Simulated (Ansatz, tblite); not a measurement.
Cost and result up the ladder for B(H2S)Cl3 (BH2SCl3) (7 atoms). The state is a singlet with charge 0. Geometry: PBE0-D4/def2-SVP.

```xyz
7

B    -0.408    0.757   -0.010
S     0.371   -1.159    0.610
H     0.038   -1.885   -0.483
H     1.655   -1.005    0.208
Cl   -2.179    0.473    0.151
Cl    0.190    0.977   -1.697
Cl    0.335    1.842    1.221
```

Ansatz on 4 threads of Arm Neoverse V1 on a shared host; xTB runs through tblite on one thread. Times are rough, summed over both states, and most runs start from the orbitals of an earlier one. No level here is sound enough to serve as a yardstick. The other state is a doublet.

The xTB rows come from tblite. HOMO above LUMO, or a gap near zero within one spin, warns that the state may not be the lowest or that an electron is smeared out.

Raw xTB energies of ions are shifted by several eV.

```json
{"level": "GFN1-xTB", "functions": "44", "wall time": "0.014 s"}
{"level": "GFN2-xTB", "functions": "42", "wall time": "0.018 s"}
{"level": "PBE-D4/def2-TZVP", "functions": "191", "wall time": "6 s"}
{"level": "r2SCAN-D4/def2-TZVP (with forces)", "functions": "191", "wall time": "24 s"}
```

Task: Estimate what each level gives for the vertical IE (eV).

Result: 
| level | vertical IE (eV) | remarks |
| --- | --- | --- |
| GFN1-xTB | 14.98 | – |
| GFN2-xTB | 14.32 | – |
| PBE-D4/def2-TZVP | 9.87 | gap within one spin near zero (+1 doublet) |
| r2SCAN-D4/def2-TZVP (with forces) | 10.13 | gap within one spin near zero (+1 doublet) |
